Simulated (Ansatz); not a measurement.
ClH₃NO₂V, SMILES `[NH]=[V]([OH])([OH])[Cl]`. Total charge 0; spin multiplicity 1.

```xyz
8

N    -0.071    1.124   -0.989
V     0.017   -0.219   -0.128
O     1.651   -0.252    0.551
O    -1.193   -0.202    1.145
Cl   -0.307   -1.926   -1.432
H    -0.077    1.905   -1.632
H     1.792   -0.948    1.205
H    -1.812    0.519    1.280
```

(1) List the harmonic frequencies (cm⁻¹, unscaled) at PBE0-D4/def2-TZVP in Ansatz. (Best estimate.)

(2) Is this a minimum?

(3) Give the ideal-gas thermochemistry at 298.15 K and 1 bar (rigid rotor, harmonic oscillator; point group C1, symmetry number 1).

## Answers

(1) Computed: 165, 183, 216, 255, 271, 348, 406, 422, 451, 489, 683, 716, 756, 812, 1109, 3622, 3820, 3898.

(2) Yes, all 18 modes are real.

(3) Zero-point energy 111.4 kJ/mol; H(298) − E = 133.2 kJ/mol; entropy 350.0 J/(mol·K), of which translation 170.1, rotation 114.4, vibration 65.5; G(298) − E = 28.9 kJ/mol.
